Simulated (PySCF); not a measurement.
Fill in the blanks.

Compound: C5H3F3O2S2.
Atom-mapped SMILES: `[O:1]=[S:2](=[O:3])([c:4]1[cH:5][cH:6][cH:7][s:8]1)[C:9]([F:10])([F:11])[F:12]` (hydrogens: H13 on C5; H14 on C6; H15 on C7)

Conformer (atom-mapped SMILES and torsion angles): `[O:1]=[S:2](=[O:3])([c:4]1[cH:5][cH:6][cH:7][s:8]1)[C:9]([F:10])([F:11])[F:12]`: O1–S2–C4–C5 -19°, O1–S2–C9–F10 174°.

```json
{"property": "point group", "level": "PBE0-D3(BJ)/def2-SVP", "value": "C1"}
{"property": "rotational constants A, B, C", "level": "PBE0-D3(BJ)/def2-SVP", "value": "1.326, 0.550, 0.546 GHz"}
{"property": "dipole moment", "level": "wB97X-D/def2-SVPD", "value": "5.34 D"}
{"property": "HOMO energy", "level": "wB97X-D/def2-SVPD", "value": "-9.98 eV"}
{"property": "LUMO energy", "level": "wB97X-D/def2-SVPD", "value": "-0.44 eV"}
{"property": "lowest singlet excitation", "level": "TDDFT wB97X-D/def2-SVPD", "value": "?"}
{"property": "lowest triplet excitation (Tamm–Dancoff)", "level": "TDA wB97X-D/def2-SVPD", "value": "3.69 eV"}
{"property": "static isotropic polarisability", "level": "wB97X-D/def2-SVPD", "value": "102.5 au"}
{"property": "electronic spatial extent ⟨r²⟩ about the centre of nuclear charge", "level": "wB97X-D/def2-SVPD", "value": "?"}
{"property": "13C chemical shifts (computed TMS as zero) by class", "level": "GIAO B3LYP/pcSseg-2", "value": "151.8 (C7), 149.2 (C5), 148.0 (C4), 136.3 (C6), 132.3 (C9) ppm"}
{"property": "1H chemical shifts (computed TMS as zero) by class", "level": "GIAO B3LYP/pcSseg-2", "value": "8.00 (H13), 7.89 (H15), 7.29 (H14) ppm"}
{"property": "isotropic shieldings of nuclei other than C and H, by class", "level": "GIAO B3LYP/pcSseg-2", "value": "?"}
```

Gas-phase values; electronic properties from PySCF, density fitting. Isolated species at its PBE0-D3(BJ)/def2-SVP geometry (one conformer only). NMR classes are plain means over equivalent atoms (diastereotopic ones count apart unless rotation or inversion swaps them), as if these changed places fast; in this geometry the members of some classes differ.

(1) The isotropic shieldings of nuclei other than C and H, by class?

(2) Give the lowest singlet excitation.

(3) Give the electronic spatial extent ⟨r²⟩ about the centre of nuclear charge.

## Answers

(1) 117 (O1/O3), 262 (F10/F11/F12), 157 (S2), 203 (S8) ppm.

(2) 5.38 eV (231 nm, f = 0.150).

(3) 2206 bohr².

No computed singlet falls in the visible range (750 to 380 nm, 1.65 to 3.26 eV); S1 lies 2.12 eV above its blue end. The 10 singlets span 5.38 to 7.65 eV, and their oscillator strengths add up to 0.40. With B = h/(8π²I), that is 505.379 GHz u Å² over I, the principal moments of inertia are 381.0, 918.3 and 925.8 u Å² (most abundant isotopes); the inertial defect Ic − Ia − Ib is -373.5 u Å² (zero for a rigid planar frame, negative otherwise).

For the NMR shielding job (B3LYP/pcSseg-2), on AMD EPYC 7B13, 2 threads, no GPU (shared host), this took 96 s wall, 3.6 min CPU and 3.6 GiB of memory at its peak.
